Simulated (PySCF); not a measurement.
Dipole moment and polarisability of `O=CC#CC#C[SiH2]O`

Compound: C5H4O2Si.
Geometry (GFN2-xTB, Å), atoms numbered from 1 in this order:
```xyz
12
C5H4O2Si angstrom
O      4.4897   -1.4598   -1.1428
C      4.0068   -0.8313   -0.2358
C      2.6273   -0.5537   -0.0569
C      1.4465   -0.3127    0.1013
C      0.1328   -0.0407    0.2683
C     -1.0504    0.1998    0.4041
Si    -2.8659    0.5543    0.5857
O     -3.4564    1.1811   -0.7891
H      4.6318   -0.3946    0.5721
H     -3.0816    1.6343    1.5342
H     -3.4900   -0.7288    0.9139
H     -3.3893    0.7514   -1.6370
```

Level: CAM-B3LYP/def2-SVPD (PySCF), static field, nuclei fixed, core orbitals frozen in the response. The polarisability tensor in these axes (au):

```
x   180.49 -27.18 -16.77
y   -27.18  67.47   7.06
z   -16.77   7.06  68.21
```

Task: Give the principal values, the mean and the anisotropy Δα = √{½[(α1 − α2)² + (α2 − α3)² + (α1 − α3)²]}.

Result: Principal values 59.63, 67.21 and 189.34 au; mean 105.39 au = 15.62 Å³ = 17.38 × 10⁻⁴⁰ C²·m²/J; Δα = 126.09 au (120 % of the mean).

Task: What is the dipole moment, and where does it point?

Result: (-2.13, 0.58, 1.35) D, 2.59 D in size, pointing from the negative to the positive side. Measured along this direction, the outermost atoms are O1 at the negative end and H10 at the positive end.

Task: What would n − 1 = 2πNα be for an ideal gas of these molecules at 298.15 K and 1 atm, electronic part alone?

Result: N = p/kT = 2.4615 × 10¹⁹ cm⁻³, so n − 1 = 2π × N × 15.62 × 10⁻²⁴ cm³ = 2415 × 10⁻⁶ at long wavelengths.

Task: What depolarisation ratio follows for Rayleigh scattering of linearly polarised light, taking the static tensor?

Result: ρ = 3Δα²/(45ᾱ² + 4Δα²) = 47694.5/(499819 + 63592.6) = 0.0847.

Task: Estimate the molar refractivity from the static electronic polarisability.

Result: Lorentz–Lorenz: R = (4π/3)N_A α = 2.5225 cm³/(mol·Å³) × 15.62 Å³ = 39.4 cm³/mol, in the limit of long wavelengths.

Task: Traceless (Buckingham) quadrupole moment about the centre of nuclear charge: eigenvalues?

Result: -23.33, 4.11, 19.23 D·Å. The values depend on the origin, since the dipole doesn't vanish. The electronic extent ⟨r²⟩ about the same centre is 2462 bohr², a root-mean-square distance of 3.28 Å for the 64 electrons.

Isolated species at its GFN2-xTB geometry (one conformer only).

The run behind these numbers computed excited states as well. Time: 46 s of wall time; peak memory 0.90 GiB. Hardware: Arm Neoverse V1, one thread, shared host with 32 logical CPUs at a one-minute load of 30.
